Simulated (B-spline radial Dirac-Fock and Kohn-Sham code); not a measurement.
A summary of the ionisation energies of iridium (Z = 77) against charge, from relaxed Dirac-Fock hole states (ΔSCF) with Breit and QED corrections and a finite nucleus and from the NIST table. The largest relative steps of the computed values, from charge +5 on, come at Ir⁵⁺ (72 electrons left, 56.24 to 71.26 eV); Ir⁹⁺ (68 electrons left, 120.6 to 197.2 eV); Ir⁴⁹⁺ (28 electrons left, 2721.1 to 4572.2 eV); Ir⁶⁷⁺ (10 electrons left, 7850.8 to 17600.5 eV). The median of |NIST − computed| / NIST over the 72 ions is 1.59 %.

| charge | computed (eV) | NIST (eV) |
| --- | --- | --- |
| 0 | 7.76 | 8.96702 |
| 5 | 71.26 | 72 |
| 10 | 218.1 | 217 |
| 15 | 373.2 | 356 |
| 23 | 697.6 | 720 |
| 28 | 950.8 | 980 |
| 33 | 1446.8 | 1436 |
| 38 | 1726.6 | 1739 |
| 43 | 2238.9 | 2201 |
| 48 | 2721.1 | 2720.4 |
| 53 | 5126.2 | 5092 |
| 58 | 5854.0 | 5910 |
| 63 | 6990.9 | 7274 |
| 68 | 17968.3 | 17390 |
| 75 | 86437.4 | 86442.44 |
